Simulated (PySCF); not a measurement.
Changes within a family of molecules, several properties at once.

PySCF, PBE0/def2-SVPD, density fitting, gas phase; each molecule at its own PBE0-D3(BJ)/def2-SVP geometry, one conformer. Singlet excitations by full TDDFT with frozen cores and triplets by Tamm–Dancoff TDDFT. 

Torsions of the conformers computed, which needn't be the lowest (atom-mapped SMILES):
- `[H]/[N:5]=[CH:4]\[CH2:3][NH2+:2][BH3-:1]`: B1–N2–C3–C4 180°, N2–C3–C4–N5 179°
- `[BH3-:1][NH2+:2][CH2:3][C:4]([F:5])([F:6])[C:7]([F:8])([F:9])[F:10]`: B1–N2–C3–C4 180°, N2–C3–C4–F5 -58°, C3–C4–C7–F8 179°
- `[BH3-:1][NH2+:2][CH2:3][c:4]1[cH:5][cH:6][cH:7][o:8]1`: B1–N2–C3–C4 180°, N2–C3–C4–C5 112°
- `[BH3-:1][NH2+:2][CH2:3][O:4][C:5]([CH3:6])=[O:7]`: B1–N2–C3–O4 172°, N2–C3–O4–C5 70°, C3–O4–C5–C6 176°
- `[BH3-:1][NH2+:2][CH2:3][CH2:4][NH2:5]`: B1–N2–C3–C4 -174°, N2–C3–C4–N5 59°, H–N5–C4–C3 -72°, H–N5–C4–C3 53°
- `[BH3-:1][NH2+:2][CH2:3][O:4][Si:5]([CH3:6])([CH3:7])[CH3:8]`: B1–N2–C3–O4 -179°, N2–C3–O4–Si5 107°, C3–O4–Si5–C6 64°
- `[BH3-:1][NH2+:2][CH2:3][O:4][SiH3:5]`: B1–N2–C3–O4 -179°, N2–C3–O4–Si5 179°
- `[BH3-:1][NH2+:2][CH2:3][O:4][GeH3:5]`: B1–N2–C3–O4 178°, N2–C3–O4–Ge5 98°
- `[BH3-:1][NH2+:2][CH2:3][CH2:4][CH:5]=[CH2:6]`: B1–N2–C3–C4 74°, N2–C3–C4–C5 62°, C3–C4–C5–C6 -103°

Reference: `[H]/N=C\C[NH2+][BH3-]`, with HOMO energy -7.91 eV, LUMO energy -1.22 eV, lowest singlet excitation 5.09 eV, lowest triplet excitation 4.26 eV, mean polarisability 61.8 au and dipole moment 3.01 D.

Changes against it:

```csv
molecule,Δ HOMO energy (eV),Δ LUMO energy (eV),Δ lowest singlet excitation (eV),Δ lowest triplet excitation (eV),Δ mean polarisability (au),Δ dipole moment (D)
[BH3-][NH2+]CCN,+0.42,+1.03,+0.99,+1.54,+2.3,+1.64
[BH3-][NH2+]CO[Si](C)(C)C,+0.27,+1.17,+1.53,+2.25,+44.6,+3.00
[BH3-][NH2+]CO[SiH3],+0.13,+0.83,+1.46,+2.21,+11.5,+2.10
[BH3-][NH2+]C[O][GeH3],+0.21,+0.57,+1.12,+1.88,+14.6,+2.77
[BH3-][NH2+]CCC=C,+0.32,+0.86,+1.19,+0.09,+15.6,+2.26
```

Rows whose labels were lost:

| row | Δ HOMO energy (eV) | Δ LUMO energy (eV) | Δ lowest singlet excitation (eV) | Δ lowest triplet excitation (eV) | Δ mean polarisability (au) | Δ dipole moment (D) |
| --- | --- | --- | --- | --- | --- | --- |
| P | -0.21 | +0.97 | +1.64 | +2.33 | +7.4 | +0.22 |
| Q | +0.69 | +0.62 | +0.88 | -0.34 | +27.3 | +3.02 |
| R | +0.10 | +0.43 | +0.77 | +1.06 | +10.6 | +3.32 |

**Question.** Which row belongs to which of `[BH3-][NH2+]CC(F)(F)C(F)(F)F`, `[BH3-][NH2+]Cc1ccco1` and `[BH3-][NH2+]COC(C)=O`?

**Answer.** P = `[BH3-][NH2+]CC(F)(F)C(F)(F)F`, Q = `[BH3-][NH2+]Cc1ccco1` and R = `[BH3-][NH2+]COC(C)=O`. P and Q are told apart most clearly by the lowest triplet excitation (+2.33 against -0.34 eV); P and R are told apart most clearly by the dipole moment (+0.22 against +3.32 D); Q and R are told apart most clearly by the mean polarisability (+27.3 against +10.6 au).

**Question.** Fit a straight line for the change of the dipole moment against that of the mean polarisability over the labelled rows, and test it on P, Q and R.

**Answer.** Over the 5 labelled rows the slope is 0.0285 D/au, the intercept +1.85 D, r = 0.84 and the standard error 0.34 D. P: predicted +2.06, computed +0.22 D; Q: predicted +2.63, computed +3.02 D; R: predicted +2.15, computed +3.32 D. The mean miss is 1.1 D, against 1.3 D for guessing the labelled rows' mean: the line helps only a little.
